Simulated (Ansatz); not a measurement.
Compare A (`NCCO[SiH3]`) with its isomer B (`C[Si](C)(N)O`).

Gas-phase electronic energies from Ansatz, PBE0-D4/def2-TZVP geometries. CBS: MP2 limit from def2 TZ/QZ plus the TZ coupled-cluster correction, frozen cores. DFT in def2-TZVPP. B3LYP here is the variant with VWN-RPA as its local correlation; programs differ in this. One conformer a species, not always the lowest.

A:

```xyz
14

N    -1.178   -1.130    1.407
C    -1.563   -0.256    0.315
C    -0.403   -0.078   -0.632
O     0.652    0.574    0.056
Si    2.137    0.788   -0.612
H    -0.400   -0.715    1.906
H    -1.936   -1.236    2.068
H    -1.902    0.742    0.633
H    -2.385   -0.719   -0.241
H    -0.069   -1.062   -0.987
H    -0.714    0.521   -1.497
H     2.740   -0.519   -0.997
H     2.966    1.455    0.418
H     2.055    1.636   -1.835
```

B:

Z-matrix (Å, degrees):
```
C
Si 1 1.861
H 1 1.093 2 111.1
H 1 1.093 2 110.7 3 120.1
H 1 1.093 2 111.0 3 -120.5
C 2 1.866 1 111.6 3 56.7
N 2 1.720 1 114.7 3 -63.9
O 2 1.654 1 103.5 3 177.4
H 6 1.093 2 110.3 1 58.8
H 6 1.094 2 111.5 1 -60.9
H 6 1.093 2 111.4 1 178.4
H 7 1.006 2 120.6 1 102.5
H 7 1.007 2 121.9 1 -47.6
H 8 0.959 2 115.2 1 166.2
```

(1) Which is lower in electronic energy at CCSD(T)/CBS, and by how much? (Best estimate.)

(2) Give E(B) − E(A) in kJ/mol with ωB97M-V, B3LYP-D4, PBE0-D4, CCSD/def2-TZVPP, HF/def2-TZVPP, B3LYP, PBE-D4. (Best estimate.)

Largest T1 diagnostic: 0.010.

Answers

(1) Computed: B, by 279.3 kJ/mol.

(2) Computed: ωB97M-V -279.5, B3LYP-D4 -270.0, PBE0-D4 -274.4, CCSD/def2-TZVPP -270.5, HF/def2-TZVPP -253.6, B3LYP -265.6, PBE-D4 -270.1. None reverses the order clearly.

The D4 term adds −4.4 kJ/mol with B3LYP and −2.3 kJ/mol with PBE0; it sums over pairs of atoms, weighted by their polarisabilities, and B3LYP, whose exchange is more repulsive, gets the larger term. In def2-TZVPP, CCSD(T) changes the Hartree–Fock value by −18.0 kJ/mol (the triples alone add −1.1 kJ/mol) and MP2 by −31.4 kJ/mol.
